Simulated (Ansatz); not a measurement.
Diatomic LiMg-, closed-shell singlet (lowest of 2S+1 = 1, 3 at CCSD(T)/def2-TZVPP on PBE0 minima; our sources give no spin for the ground state, which may be another).

Constants: fifth-degree fit in 1/R to seven points, most abundant isotopes. In def2 and cc sets the state is the lowest found near the PBE0 minimum, followed along R. The singlet is held restricted.

Run with Ansatz (Gaussian orbitals). 

Energies at CAM-B3LYP/def2-TZVPP:

| R (Å) | E (hartree) |
|---|---|
| 3.270925 | -207.56032078 |
| 3.358853 | -207.56071494 |
| 3.439747 | -207.56095283 |
| 3.531192 | -207.56110598 |
| 3.622637 | -207.56116112 |
| 3.728151 | -207.56113007 |
| 3.851250 | -207.56099729 |

Q: With a reduced mass of 5.4282 u, find the minimum, the force constant and the constants.

A: A fifth-degree polynomial in 1/R puts the minimum at r_e = 3.6391 Å with force constant 3.83 N/m. Then ω_e = (1/2πc)√(k/μ) = 109 cm⁻¹ and B_e = h/(8π²cμr_e²) = 0.2345 cm⁻¹; the cubic and quartic terms give α_e = 0.0067 and ω_e x_e = 2.0 cm⁻¹.

Ansatz is a quantum-chemistry and plane-wave program.
